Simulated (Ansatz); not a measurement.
`[S][GeH3]`• → Ge• + 3 H• + S•  (atomization)

Computed with Ansatz on PBE0-D4/def2-TZVP structures; ΔE is electronic, products minus reactants. CBS: MP2 limit from def2 TZ/QZ plus the TZ coupled-cluster correction, frozen cores. This one scheme is used for every species, atoms too. DFT in def2-TZVPP. B3LYP here is the variant with VWN-RPA as its local correlation; programs differ in this. HSE06 is defined as in plane-wave codes. No spin–orbit coupling; open shells (•) take unrestricted orbitals. Spin–orbit coupling would lower the free atoms: a little for S; clearly for Ge. For Ge outer-core shells are correlated without core-valence functions, so the limit isn't a true one: a few kJ/mol of doubt a bond, and 10 to 20 or more in all where bonds break to atoms. Scalar relativity is left out up to krypton.

| level | ΔE (kJ/mol) | difference from CCSD(T)/CBS |
| --- | --- | --- |
| PBE-D4 | 1174.6 | -11.4 |
| revPBE-D4 | 1151.7 | -34.3 |
| B97M-V | 1215.8 | 29.8 |
| PBE0-D4 | 1168.7 | -17.3 |
| HSE06-D4 | 1168.6 | -17.4 |
| CAM-B3LYP-D4 | 1181.3 | -4.7 |
| ωB97X-V | 1200.1 | 14.1 |
| PBE-QIDH | 1167.9 | -18.1 |
| revPBE | 1130.7 | -55.3 |
| PBE0 | 1162.2 | -23.8 |
| B3LYP | 1163.8 | -22.2 |
| r2SCANh | 1187.1 | 1.1 |
| CAM-B3LYP | 1174.6 | -11.4 |
| MP2/def2-SVP | 1071.0 | -115.0 |
| CCSD/def2-TZVPP | 1149.1 | -36.9 |
| HF/CBS(def2) | 859.0 | -327.0 |
| CCSD(T)/CBS | 1186.0 | 0 |

Largest T1 diagnostic among the species: 0.013.

From BLYP to BHLYP (50 % exact exchange), in def2-TZVPP and without D4, ΔE moves by +5.2 kJ/mol. In def2-TZVPP, CCSD(T) changes the Hartree–Fock value by +304.5 kJ/mol (the triples alone add +13.6 kJ/mol) and MP2 by +281.2 kJ/mol; breaking electron pairs costs correlation energy, which Hartree–Fock lacks. The D4 term adds +12.8 kJ/mol with B3LYP and +6.5 kJ/mol with PBE0; it sums over pairs of atoms, weighted by their polarisabilities, and B3LYP, whose exchange is more repulsive, gets the larger term.

For atomizations the MP2-based limit and the directly extrapolated one differ by several kJ/mol either way, and by 10 to 25 for some Ge, Se and Sn compounds, so smaller differences from it don't rank the levels.
